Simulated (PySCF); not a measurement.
ScCl₂, SMILES [Cl][Sc+][Cl], charge +1. Heavy atoms are numbered as in [Sc+:1]([Cl:2])[Cl:3].

Geometry optimised at PBE0-D3(BJ)/def2-TZVP. The spin state was assumed, not searched. The isomer is the one that the SMILES or the coordinates give; other isomers of the formula were not compared.

Level of theory: KT2/pcSseg-2 in PySCF.

GIAO shieldings, no solvent; atoms alike by connectivity are averaged. δ = σ(ref) − σ: ³⁵Cl against HCl (σ = 945.0 ppm), references at their B3LYP-D3(BJ)/def2-TZVP geometries, non-relativistic (without spin–orbit terms, shifts of atoms bonded to Cl or Br come out too high).

Question: Estimate the chemical shifts. (An estimate is asked for; the answer gives what the named calculation found.)

Answer: 
```tsv
nucleus	atoms	count	δ (ppm)
³⁵Cl	Cl2	2	1099.3
```
